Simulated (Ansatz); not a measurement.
Geometry optimisation, UHF/def2-SVP in Ansatz 0.2.0.

Input:

```yaml
crystal:
  periodic: [false, false, false]
  atoms:
    - { symbol: Ti, position_ang: [0.0, 0.0, 0.0] }
    - { symbol: Cl, position_ang: [0.0, 0.0, 2.62] }
    - { symbol: Cl, position_ang: [2.2349, 0.0, -0.7892] }
    - { symbol: Cl, position_ang: [-1.1163, 1.9339, -0.7892] }
    - { symbol: Cl, position_ang: [-1.1163, -1.9339, -0.7892] }
    - { symbol: Cl, position_ang: [0.0, 0.0, 4.96] }
magnetization:
  spin_polarized: true
  initial_magnetization: 1
basis:
  gaussian: { orbitals: def2-SVP }
hamiltonian:
  xc: hf
relax:
  f_tol: 0.15
  max_steps: 25
  restrain:
    - { distance: [1, 5], at: 3.24, k: 30.0 }
    - { distance: [0, 1], at: 2.37, k: 30.0 }
```

Launched with:

```bash
$ ansatz run input.yaml --threads 4 --pin off --max-ram 5120MiB --backend cpu --events-out ev --progress --plain --runs-dir out
```

Question: Where does it end, and by what steps?

Answer: The forces met the threshold. The restraints hold the end off the free minimum. After 5 steps the energy has fallen by 1.495 eV (the restraints' own energy left out); Cl6 moved furthest, 0.52 Å. Parted: Cl2–Cl6 (2.34 → 3.25 Å).

```csv
step,energy less start (eV),largest force component (eV/Å),accepted
0,0.0000,3.222,yes
1,-0.1398,2.131,yes
2,-0.9822,4.030,yes
3,-1.4988,2.183,yes
4,-1.4813,1.994,yes
5,-1.4950,1.879,yes
```

```xyz
6
Properties=species:S:1:pos:R:3
Ti 0.001 0.000 -0.077
Cl 0.000 0.000 2.236
Cl 2.028 0.000 -0.809
Cl -1.013 1.756 -0.809
Cl -1.013 -1.756 -0.809
Cl 0.000 0.000 5.481
```

Run time: 2.1 min on 4 threads of Arm Neoverse V2, with other jobs on the host, peak memory 0.81 GiB.
